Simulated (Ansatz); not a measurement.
`C[CH2][AlH][CH]=N` + `BB` → `BBC=N` + `C[CH2][AlH2]`  (formal exchange of groups at a C–Al bond)

Gas-phase electronic energies from Ansatz, PBE0-D4/def2-TZVP geometries. CBS: MP2 limit from def2 TZ/QZ plus the TZ coupled-cluster correction, frozen cores. DFT in def2-TZVPP. B3LYP here is the variant with VWN-RPA as its local correlation; programs differ in this. One conformer a species, not always the lowest.

```tsv
level	ΔE (kcal/mol)	difference from CCSD(T)/CBS
LDA (SPW92)	-5.9	-4.0
r2SCAN-D4	-3.9	-2.0
B97M-V	-6.2	-4.3
B3LYP-D4	-2.9	-1.0
ωB97X-V	-2.4	-0.5
BLYP	-3.9	-2.0
r2SCAN	-4.1	-2.2
PBE0	-3.9	-2.0
B3LYP	-3.4	-1.5
HF/def2-SVP	-3.8	-1.9
MP2/def2-SVP	-3.5	-1.6
HF/def2-TZVPP	-2.9	-1.0
SCS-MP2/def2-TZVPP	-1.7	0.2
CCSD/def2-TZVPP	-1.9	0.0
SCS-MP2/def2-QZVPP	-1.7	0.2
CCSD/CBS(def2)	-2.0	-0.1
CCSD(T)/CBS	-1.9	0
```

Largest T1 diagnostic among the species: 0.015.

From BLYP to BHLYP (50 % exact exchange), in def2-TZVPP and without D4, ΔE moves by +0.9 kcal/mol. In def2-TZVPP, CCSD(T) changes the Hartree–Fock value by +1.1 kcal/mol (the triples alone add +0.1 kcal/mol) and MP2 by +1.2 kcal/mol. At CCSD(T), def2-SVP lies −1.7 kcal/mol from the extrapolated value and def2-TZVPP +0.1 kcal/mol.

CCSD(T)/CBS has its own doubt, a few kJ/mol and more with outer-core shells, so smaller differences from it don't rank the levels.
